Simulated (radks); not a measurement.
Values are calculated unless marked as measured or tabulated.
Neutral cerium inside a hard spherical wall (all orbitals vanish at R), configuration held at [Xe] 4f1 5d1 6s2 and not refilled when levels cross. Level of theory: scalar-relativistic Kohn-Sham, LDA (Slater exchange, Perdew-Wang correlation), spin-polarised, spherical densities, finite nucleus; open shells are filled with parallel spins first (spin-orbit coupling, left out, can overturn this in heavy ions); Fermi nuclear charge, rms radius 4.8771 fm (a radial shooting solver on a logarithmic mesh with Libxc functionals). Eigenvalues in eV for spin up, with the zero of energy where the potential of the charges vanishes at infinity; a dash marks a level that is unbound or too diffuse for the functional's potential to be trusted. A positive occupied level is held by the wall or, in an anion where self-interaction has pushed it up, behind a barrier. The pressure on the wall is -dE/dV.

R (bohr),E (hartree),kinetic (hartree),e(5p),e(4f),e(6s),e(5d),"e(6p, empty)","e(7s, empty)",pressure (GPa)
free,-8853.4818,9380.641,-23.599,-5.932,-4.025,-3.420,-1.480,-0.097,0
20,-8853.4818,9380.641,-23.599,-5.932,-4.025,-3.420,-1.480,0.019,< 0.0001
12,-8853.4814,9380.646,-23.562,-5.894,-3.996,-3.387,-1.392,1.149,0.00743
6,-8853.3315,9381.375,-20.947,-3.087,-0.797,-0.912,3.712,18.701,9.47
5,-8853.0726,9382.400,-18.843,-0.662,3.303,1.491,9.540,34.331,40.1
4,-8852.2198,9385.668,-14.420,4.672,14.662,7.253,24.430,69.529,227
3,-8848.4693,9399.277,-1.086,19.630,53.957,25.493,70.925,166.06,2020
2.5,-8842.0091,9420.600,17.511,36.871,108.51,50.482,131.58,282.54,7600
1.5,-8758.2423,9663.059,217.93,153.59,588.30,284.68,632.98,1160.7,259000
